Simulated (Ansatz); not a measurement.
Sn2H (the lowest doublet isomer of a short search). Total charge 0; doublet. Geometry r2SCAN-D4/def2-TZVP, basis def2-TZVP, Ansatz.

```xyz
3

Sn   -1.431   -0.116    0.201
Sn    1.106   -0.606   -0.716
H     0.326    0.723    0.516
```

| run | HOMO (eV) | LUMO (eV) |
| --- | --- | --- |
| A | -4.17 | -4.04 |
| B | -5.11 | -3.33 |
| C | -4.74 | -3.69 |
| D | -4.51 | -3.86 |
| E | -4.51 | -4.43 |
| F | -4.26 | -3.96 |

In the def2 sets Sn takes a core potential; there is no spin–orbit coupling. HSE06 is defined as in plane-wave codes, on full-range PBE exchange. HOMO above LUMO, or a gap near zero within one spin, warns that the state may not be the lowest or that an electron is smeared out. The structure comes from a short search, and lower isomers may exist.

HOMO and LUMO are taken over both spins.

**Question.** The runs used BLYP, HSE06, LDA (SPW92), PBE0, r2SCAN, revPBE. Estimate which is which.

**Answer.** A BLYP (0 % exact exchange); B PBE0 (25 % exact exchange); C HSE06 (range-separated); D r2SCAN (0 % exact exchange); E LDA (SPW92) (0 % exact exchange); F revPBE (0 % exact exchange). Exact exchange lowers occupied and raises empty levels; among semilocal functionals meta-GGAs tend to open the gap a little, and such runs are hard to tell apart. The gap grows from 0.08 eV (LDA (SPW92)) to 1.79 eV (PBE0). At BLYP-D4/def2-TZVP, LDA (SPW92)/def2-TZVP the gap within one spin of the charge 0 doublet nearly closes, so an electron or hole may be smeared out by delocalisation error.
